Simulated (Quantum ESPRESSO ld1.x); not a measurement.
The run below uses ld1.x (Quantum ESPRESSO 7.5).

```
 &input
    atom='He',
    iswitch=1,
    rel=1,
    dft='RXC-VWN',
    config='1s1 4p1',
    dx=0.01,
    rmax=200,
    verbosity='high',
    prefix='ld1',
    max_out_wfc=37,
    file_charge='ld1.rho',
 /
```

Command: `OMP_NUM_THREADS=1 ld1.x < ld1.in > ld1.out`

Standard output:

```
     Program LD1 v.7.5 starts

     --------------------------- All-electron run ----------------------------

     scalar relativistic calculation

     atomic number is  2.00
     dft =RXC-VWN   lsd =0 sic =0 latt =0  beta=0.20 tr2=1.0E-14
     Exchange-correlation= RXC-VWN
                           (   3   2   0   0   0   0   0)
     mesh =1401 r(mesh) = 201.71440 a.u. xmin = -8.00 dx = 0.01000
     1 Ry =  13.60569312 eV, c = 137.03599908

     n l     nl                  e(Ry)          e(Ha)          e(eV)
     1 0     1S 1( 1.00)      -2.686830070      -1.343415035    -36.5561854
     4 1     4P 1( 1.00)      -0.046432866      -0.023216433     -0.6317513

     final scf error:  3.0E-15 reached in  36 iterations

     Etot =      -3.797818 Ry,      -1.898909 Ha,     -51.671952 eV

     Ekin =       3.727982 Ry,       1.863991 Ha,      50.721784 eV
     Encl =      -7.918381 Ry,      -3.959190 Ha,    -107.735057 eV
     Eh   =       1.365441 Ry,       0.682721 Ha,      18.577775 eV
     Exc  =      -0.972861 Ry,      -0.486431 Ha,     -13.236454 eV

     normalization and overlap integrals

     s(1S/1S) =  1.000000  <r> =   0.7969  <r2> =    0.8567  r(max) =   0.5152
     s(4P/4P) =  1.000000  <r> =  20.4823  <r2> =  469.9587  r(max) =  21.4742

     ------------------------ End of All-electron run ------------------------
```

Run on one thread of a shared host, so times are rough (Intel(R) Xeon(R) Processor @ 2.60GHz): 0.48 s of CPU time, 0.99 s wall, 36 iterations on 1401 mesh points.
